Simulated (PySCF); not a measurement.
PtH5: breathing scan

Computed with UPBE0/[Pt def2-TZVP with ECP60, H def2-TZVP], scalar-relativistic core potentials, density fitting, no spin–orbit coupling, PySCF.

Rigid scan from the doublet minimum (H–H 0.827 Å, Pt–H 1.548 Å, Pt–H 1.590 Å (×2), Pt–H 1.818 Å (×2); H–H–Pt 76.9° (×2), H–Pt–H 26.3°, H–Pt–H 82.3° (×2), H–Pt–H 85.0° (×2), H–Pt–H 108.7° (×2), H–Pt–H 127.9°, H–Pt–H 166.7° (×2)). Coordinate: all bonds to the central atom scaled together. Energies in kJ/mol from the minimum.

(1) Predict the curve at 0.88, 0.92, 0.96, 1.00, 1.04, 1.08, 1.14, 1.22, 1.35.

Answers

(1) 
| scale of all bonds to the centre | E (kJ/mol) | dipole size (D) | ⟨S²⟩ |
| --- | --- | --- | --- |
| 0.88 | 199.0 | 1.73 | 0.75 |
| 0.92 | 79.0 | 1.78 | 0.75 |
| 0.96 | 17.7 | 1.83 | 0.75 |
| 1.00 | 0.0 | 1.87 | 0.75 |
| 1.04 | 14.3 | 1.91 | 0.75 |
| 1.08 | 51.6 | 1.94 | 0.75 |
| 1.14 | 136.8 | 1.98 | 0.76 |
| 1.22 | 280.9 | 1.99 | 0.76 |
| 1.35 | 536.7 | 1.97 | 0.80 |

Other spin states or occupations of the open shell can lie lower. With an element this heavy the missing spin–orbit coupling can shift these numbers.

Other isomers or separated fragments may lie lower.

The scan took 25 s on 2 threads of a shared Arm Neoverse N1 host; the process peaked at 1.1 GiB. Launch command: `OMP_NUM_THREADS=2 python axn.py task.json out`.
